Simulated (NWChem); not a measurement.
# phosphorus nitride (PN); SMILES P#N

Computed with NWChem. All runs use the structure optimised with PBE0-D3(BJ)/def2-TZVP. Level: PBE/def2-SVP with SMD (1 M gas to 1 M solution), gas-phase geometry. Reactions with the solvent are ignored.

Problem. Order these by “solvation free energy (kcal/mol)”, lowest first: toluene; methanol; diethyl ether; water.

Solution. water (-4.1), methanol (-2.0), diethyl ether (-1.1), toluene (0.1)
